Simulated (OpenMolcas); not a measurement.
**neutral carbon: effect of the level shift or regulariser**

```yaml
Program: OpenMolcas 26.06
Basis: ANO-RCC-VTZP [4s3p2d1f]
Scalar_Hamiltonian: DKH2, point nucleus
Active_space: 4 electrons in 4 orbitals (2s 2p)
State_averaging: 2S+1 = 3 even, 3 roots; 2S+1 = 1 even, 6 roots; 2S+1 = 5 odd, 1 root; 2S+1 = 3 odd, 8 roots
Spin-orbit_coupling: RASSI with atomic mean-field integrals over the reference wave functions, term energies averaged over their components
```

Methods on the same reference wave functions:
A. CASSCF
B. SS-CASPT2, IPEA 0.25 Eh, imaginary shift 0.1 Eh (closed shells correlated: 1s)
C. SS-CASPT2, IPEA 0.25 Eh, real shift 0.2 Eh (closed shells correlated: 1s)

Energies in cm⁻¹ above 2s² 2p² ³P₀, the measured ground level; measured values from NIST Handbook of Basic Atomic Spectroscopic Data.

```csv
Level,A,B,C,Measured
2s² 2p² ³P₀,0.0,0.0,0.0,0.0
2s² 2p² ³P₁,15.2,15.2,15.2,16.4
2s² 2p² ³P₂,45.3,45.3,45.3,43.4
2s² 2p² ¹D₂,12763,10020,10050,10193
2s² 2p² ¹S₀,21207,20550,20590,21648
2s 2p³ ⁵S°₂,23548,30610,30580,33735
2s 2p³ ³D°₂,68566,62260,62600,64091
2s 2p³ ³D°₁,68566,62260,62600,64090
2s 2p³ ³D°₃,68566,62260,62600,64087
2s 2p³ ³P°₀,81088,75760,76080,75256
2s 2p³ ³P°₁,81088,75760,76080,75254
2s 2p³ ³P°₂,81088,75760,76080,75255
```

Deviations, from unrounded energies. A percentage is the sum of absolute deviations over the sum of measured energies, with the sign that they share, or ± where signs differ.

```csv
Against measurement,Levels,A,B,C
mean absolute deviation (cm-1),11,4000,1000,1000
fine structure of the ground term (%),2,±5.3,±5.2,±5.2
other terms of the ground configuration (%),2,±9.5,-4.0,-3.7
other configurations (%),7,±9.1,±2.2,±2.2
```

B, C lie about equally close to measurement and A furthest from it. The largest miss of C in the table is 2s 2p³ ⁵S°₂, by -3200 cm-1. The ranking rests on the paired levels alone, and a cruder setting can come out closer through cancelling errors.

Between B and C the level of the table that moves most is 2s 2p³ ³D°₃, by 340 cm-1 (lowest in B, highest in C). Moves below CASPT2's spread within the term are not significant.

The mean deviations of B to C differ by less than CASPT2's widest spread within a term (280 cm-1), so their order carries little weight.

From A to B the spin-free energies of the other terms of 2s² 2p² shown, above ³P, scale by factors of 0.78 to 0.97.

The lowest spin-free term lies below A's lowest term by 0.070 hartree in B, 0.070 hartree in C.

Term energies are means over components that CASPT2 splits; among the terms shown or strongly mixed into the levels shown the widest spread is 280 cm-1 (2s 2p³ ³D°, B). Over all roots computed the reference weight is 0.94 to 0.99 in B; the roots of lowest weight are the least certain, and an intruder state may touch them. Without dynamic correlation excited terms often stand tens of per cent too high (terms of higher spin than the ground term too low), and those without a measured partner can miss by more than the paired ones (holds for A). Measured partners are found by configuration, term and J. A level has none where our copy of the source lacks it or the pairing is in doubt (some pairs that miss far off the trend of their configuration count as doubtful), and it then counts in no deviation. Levels of configurations outside the active space are missing.

° marks odd parity.
